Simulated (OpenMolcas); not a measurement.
# B3H3O (SMILES BB1BO1): name the method

B3H3O: 7 atoms, total charge 0, spin state singlet. As SMILES, `BB1BO1`. The shape is that of a GFN2-xTB optimisation.

```
atom    x (Å)    y (Å)    z (Å)
   B  -1.0559   0.9144  -0.4410
   B   0.0069  -0.1409   0.0734
   B   1.3524  -0.8527   0.4187
   O   0.1462  -1.4042   0.6455
   H  -1.4000   0.9556  -1.5634
   H  -1.4659   1.7829   0.2344
   H   2.4163  -1.2550   0.6324
```

A calculation with OpenMolcas 26.06 gave:

```yaml
total_energy: -148.6988 Eh
dipole_moment: 0.24 D
HOMO_energy: -8.22 eV
LUMO_energy: 5.99 eV
HOMO–LUMO_gap: 14.21 eV
largest_force: 2.729 eV/Å
```

Problem. Which of these levels gave the numbers?
A. B3LYP/6-31G* (spherical functions)
B. HF/STO-3G
C. B3LYP/6-31G* (Cartesian functions)
D. PBE0/def2-SVP

Solution. B. The others give -151.5600 Eh (B3LYP/6-31G* (Cartesian functions)), -151.5573 Eh (B3LYP/6-31G* (spherical functions)), -151.2382 Eh (PBE0/def2-SVP).
